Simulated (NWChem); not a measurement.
System: AlSi2H6F; SMILES [F][Al]([SiH3])[SiH3]

Output (shortened):

```
             Northwest Computational Chemistry Package (NWChem) 7.3.0
             --------------------------------------------------------

                             Geometry "geometry" -> ""
                             -------------------------

 Output coordinates in angstroms (scale by  1.889725989 to convert to a.u.)

  No.       Tag          Charge          X              Y              Z
 ---- ---------------- ---------- -------------- -------------- --------------
    1 Al                  13.0000    -0.45181300     0.00018400    -0.00291500
    2 F                    9.0000    -2.12273700    -0.00222800    -0.01016000
    3 Si                  14.0000     0.63512500     2.21393700     0.05948100
    4 H                    1.0000     2.01619600     2.15245800    -0.50213700
    5 H                    1.0000     0.75635000     2.69845400     1.46702500
    6 H                    1.0000    -0.12322400     3.24448300    -0.70581900
    7 Si                  14.0000     0.63802900    -2.21249500    -0.05473800
    8 H                    1.0000     2.04194000    -2.13485200     0.44465800
    9 H                    1.0000     0.69740100    -2.73769200    -1.45147000
   10 H                    1.0000    -0.08464300    -3.22073700     0.77261300

 Effective nuclear repulsion energy (a.u.)     236.1718688802

                              NWChem Property Module
                              ----------------------

  itol2e modified to match energy
  convergence criterion.

                                 NWChem DFT Module
                                 -----------------

 Summary of "ao basis" -> "ao basis" (spherical)
 ------------------------------------------------------------------------------
       Tag                 Description            Shells   Functions and Types
 ---------------- ------------------------------  ------  ---------------------
 Al                         pcsseg-1                10       24   4s5p1d
 F                          pcsseg-1                 7       17   3s3p1d
 Si                         pcsseg-1                10       24   4s5p1d
 H                          pcsseg-1                 3        5   2s1p

  itol2e modified to match energy
  convergence criterion.

            General Information
            -------------------
          SCF calculation type: DFT
          Wavefunction type:  closed shell.
          No. of atoms     :    10
          No. of electrons :    56
           Alpha electrons :    28
            Beta electrons :    28
          Charge           :     0
          Spin multiplicity:     1
          Use of symmetry is: off; symmetry adaption is: off
          Maximum number of iterations: 150
          AO basis - number of functions:   119
                     number of shells:    55
          Convergence on energy requested:  1.00D-07
          Convergence on density requested:  1.00D-05
          Convergence on gradient requested:  5.00D-04

              XC Information
              --------------
                        BHLYP Method XC Functional
                     Hartree-Fock (Exact) Exchange  0.500
                        Slater Exchange Functional  0.500 local
                    Becke 1988 Exchange Functional  0.500 non-local
              Lee-Yang-Parr Correlation Functional  1.000

             Grid Information
             ----------------
          Grid used for XC integration:  fine
          Radial quadrature: Mura-Knowles
          Angular quadrature: Lebedev.
          Tag              B.-S. Rad. Rad. Pts. Rad. Cut. Ang. Pts.
          ---              ---------- --------- --------- ---------
          Al                  1.25      123          11.0       770
          F                   0.50       70          12.0       590
          Si                  1.10      123          14.0       770
          H                   0.35       60          15.0       590
          Grid pruning is: on
          Number of quadrature shells:   799
          Spatial weights used:  Erf1

[...]

          -----------------------------------------
          Chemical Shielding Tensors (GIAO, in ppm)
          -----------------------------------------

                                NWChem CPHF Module
                                ------------------

  scftype          =     RHF
  nclosed          =       28
  nopen            =        0
  variables        =     2548
  # of vectors     =        3
  tolerance        = 0.10D-03
  level shift      = 0.00D+00
  max iterations   =       50
  max subspace     =       30

 SCF residual:    1.1738998586137626E-004

Iterative solution of linear equations
  No. of variables     2548
  No. of equations        3
  Maximum subspace       30
        Iterations       50
       Convergence  1.0D-04

   iter   nsub   residual    time
   ----  ------  --------  ---------
     1      3    9.97D-01      31.9
     2      6    1.73D-01      35.3
     3      9    2.34D-02      38.7
     4     12    1.26D-03      41.9
     5     15    1.01D-04      45.3
     6     18    1.17D-05      48.8

      Atom:    1  Al
        Diamagnetic
    793.2633      0.0007      0.0143
      0.0007    793.1525      0.0905
      0.0143      0.0905    790.1555

        Paramagnetic
   -666.8670     -0.3148     -0.7646
     -0.3148   -314.0878      3.3752
     -0.7646      3.3752   -466.9981

        Total Shielding Tensor
    126.3963     -0.3141     -0.7503
     -0.3141    479.0647      3.4657
     -0.7503      3.4657    323.1573

           isotropic =     309.5394
          anisotropy =     254.4039

          Principal Components and Axis System
                 1           2           3
              479.1420    323.0831    126.3932

      1        -0.0009     -0.0038      1.0000
      2         0.9998     -0.0222      0.0009
      3         0.0222      0.9997      0.0038

      Atom:    2  F
        Diamagnetic
    490.3217      0.0351      0.1050
      0.0351    464.0676      0.0186
      0.1050      0.0186    466.0362

        Paramagnetic
   -201.0816      0.2301     -0.7024
      0.2301   -309.9470     -5.4806
     -0.7024     -5.4806    -49.0269

        Total Shielding Tensor
    289.2401      0.2652     -0.5975
      0.2652    154.1206     -5.4620
     -0.5975     -5.4620    417.0093

           isotropic =     286.7900
          anisotropy =     195.5034

          Principal Components and Axis System
                 1           2           3
              417.1256    289.2377    154.0067

      1        -0.0047      1.0000     -0.0019
      2        -0.0208      0.0018      0.9998
      3         0.9998      0.0048      0.0208

      Atom:    3  Si
        Diamagnetic
    879.6849      1.4177     -0.0320
      1.4177    882.6451      0.1202
     -0.0320      0.1202    878.6470

        Paramagnetic
   -391.6198     -6.7866     -5.0449
     -6.7866   -400.6505     -4.2406
     -5.0449     -4.2406   -405.3122

        Total Shielding Tensor
    488.0650     -5.3689     -5.0769
     -5.3689    481.9946     -4.1203
     -5.0769     -4.1203    473.3349

           isotropic =     481.1315
          anisotropy =      15.6226

          Principal Components and Axis System
                 1           2           3
              491.5466    482.6340    469.2139

      1         0.8881      0.3037      0.3451
      2        -0.4348      0.7986      0.4162
      3        -0.1492     -0.5196      0.8413

      Atom:    4  H
        Diamagnetic
     35.9793      0.6019     -4.5824
      0.6019     26.1656     -0.0742
     -4.5824     -0.0742     25.9546

        Paramagnetic
     -3.6607     -0.4206      1.9978
     -0.4206      0.4828     -0.0506
      1.9978     -0.0506      0.7778

        Total Shielding Tensor
     32.3186      0.1813     -2.5845
      0.1813     26.6484     -0.1248
     -2.5845     -0.1248     26.7324

           isotropic =      28.5665
          anisotropy =       7.1570

          Principal Components and Axis System
                 1           2           3
               33.3378     26.6442     25.7174

      1         0.9306     -0.0495      0.3628
      2         0.0320      0.9980      0.0541
      3        -0.3647     -0.0387      0.9303

      Atom:    5  H
        Diamagnetic
     24.7785      0.9122      1.2704
      0.9122     27.5691      4.6161
      1.2704      4.6161     35.7297

        Paramagnetic
      1.2556     -0.4911     -0.6378
     -0.4911     -0.1515     -1.7770
     -0.6378     -1.7770     -3.6915

        Total Shielding Tensor
     26.0341      0.4211      0.6326
      0.4211     27.4176      2.8391
      0.6326      2.8391     32.0382

           isotropic =      28.4966
          anisotropy =       7.4516

          Principal Components and Axis System
                 1           2           3
               33.4644     26.1339     25.8916

      1         0.1007      0.5205      0.8479
      2         0.4286      0.7464     -0.5091
      3         0.8979     -0.4147      0.1479

      Atom:    6  H
        Diamagnetic
     27.7570     -4.1303      3.1522
     -4.1303     32.6417     -4.8800
      3.1522     -4.8800     27.7225

        Paramagnetic
     -0.1615      1.6387     -1.4349
      1.6387     -2.0215      1.8928
     -1.4349      1.8928     -0.4420

        Total Shielding Tensor
     27.5955     -2.4916      1.7173
     -2.4916     30.6202     -2.9873
      1.7173     -2.9873     27.2806

           isotropic =      28.4988
          anisotropy =       8.0030

          Principal Components and Axis System
                 1           2           3
               33.8341     26.1942     25.4680

      1        -0.4358      0.8613     -0.2614
      2         0.7704      0.5071      0.3864
      3        -0.4654      0.0330      0.8845

      Atom:    7  Si
        Diamagnetic
    879.7072     -1.4204      0.0385
     -1.4204    882.6431      0.1048
      0.0385      0.1048    878.6389

[...]
```

Level: BHandHLYP/pcSseg-1, GIAO. Structure relaxed at the B3LYP/6-31G* (spherical d) level. The printed shielding anisotropy is the first printed principal value minus the mean of the other two.

Q: Reconstruct the input file.

A: Several could match; the one computed here: the input that was run:
```
start job
memory heap 200 mb stack 900 mb global 1100 mb
geometry units angstroms noautosym nocenter noautoz
  Al    -0.451813     0.000184    -0.002915
  F     -2.122737    -0.002228    -0.010160
  Si     0.635125     2.213937     0.059481
  H      2.016196     2.152458    -0.502137
  H      0.756350     2.698454     1.467025
  H     -0.123224     3.244483    -0.705819
  Si     0.638029    -2.212495    -0.054738
  H      2.041940    -2.134852     0.444658
  H      0.697401    -2.737692    -1.451470
  H     -0.084643    -3.220737     0.772613
end
basis spherical
  * library pcsseg-1
end
dft
  xc bhlyp
  iterations 150
end
property
  shielding
end
task dft property
```
